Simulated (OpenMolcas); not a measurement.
## Pd2+ in KMgF3: curves along the breathing mode

Pd2+ with its 6 nearest fluoride ions, on the Mg site of KMgF3 (a = 3.973 Å, distance in the model lattice 1.986 Å). The rest of the host is ab initio model potentials to 7.6 Å, with orthogonalisation functions on the cations behind the ligands, and point charges beyond; the distance is set by hand and nothing relaxes. Ligand basis ANO-RCC-VDZP.

```json
{"Program": "OpenMolcas", "Method": "SS-CASPT2, IPEA 0.25 Eh, imaginary shift 0.1 Eh (closed shells correlated: 4s 4p and the ligand valence shells)", "Basis": "ANO-RCC-VDZP [6s5p3d1f]", "Scalar Hamiltonian": "DKH2, point nucleus", "Active space": "8 electrons in 5 orbitals (4d)", "State averaging": "2S+1 = 3 even, 10 roots; 2S+1 = 1 even, 15 roots", "Spin-orbit coupling": "RASSI with atomic mean-field integrals over the reference wave functions"}
```

Spin-free energies (labels of O, the rotations of Oh) in cm-1 above the lowest fitted minimum, as all ligands move together:

```tsv
R (Å)	3A2	1E	3T2	1A1	3T1	1T2	1T1
1.967	3860	13730	26620	23460	33870	36760	40340
2.013	430	10330	20950	19940	28030	31110	34760
2.059	300	10260	18820	19670	25730	28980	32790
2.106	3330	13290	20050	22540	26780	30200	34100
2.152	9320	19220	24470	28340	31020	34680	38680
2.198	18330	28200	32120	37140	38420	42310	46280
2.245	30840	40670	43460	49420	49520	53570	57760
```

Cubic fits give the following; the wavenumber is harmonic, with the mass of all moving ligands, small differences in it between states hang on the degree of the fit, a number in brackets counts states of one label, and the table is a selection of at most 14 states with clean curves.

```tsv
State	R0 (Å)	Breathing mode (cm-1)	Minimum (cm-1)
3A2	2.039	659	0
1E	2.039	655	9940
3T2	2.067	681	18770
1A1	2.041	655	19430
3T1	2.069	680	25650
1T2	2.066	681	28930
1T1	2.065	680	32740
3T1(2)	2.089	703	39570
1E(2)	2.088	702	49110
1T2(2)	2.088	702	49270
1A1(2)	2.085	701	65170
```

The minimum of 3T2 is shifted by +0.0274 Å against 3A2 (from the unrounded fits). With M = 114.0 u for the moving shell, the Huang-Rhys factor in this mode is S = M ω ΔR² / 2ħ = 0.01483 × 114.0 × 659 × 0.0274² = 0.84. Only the first shell moves, against a rigid host.

Roots that are degenerate in the reference are averaged as groups; the widest CASPT2 spread within a group is 220 cm-1 (the 3-fold group of multiplicity 1 near 28000 cm-1 above the lowest state of its run, R = 2.198). Shifts and gaps below about the spread of the groups concerned are not significant. Over all roots computed the reference weight is 0.73 to 0.74 in R = 1.967, 0.73 to 0.74 in R = 2.013, 0.73 to 0.74 in R = 2.059, 0.73 to 0.74 in R = 2.106, 0.73 to 0.74 in R = 2.152, 0.73 to 0.74 in R = 2.198, 0.73 to 0.74 in R = 2.245; a low but even weight reflects the number of correlated electrons. Real 4d8 and 5d8 ions are as a rule square planar and diamagnetic. Ligand-to-metal charge-transfer states are missing. With no ligand orbital active B as a rule stays too high, so bands that hang on it stand too high and its fall with covalency is understated. With one d shell and no ligand orbital active, 10Dq can be off by a tenth or more. Free-ion shares, where given, are those of the reference states; single-state CASPT2 does not remix them (holds for R = 2.198; R = 2.245). No measured value stands beside these numbers.
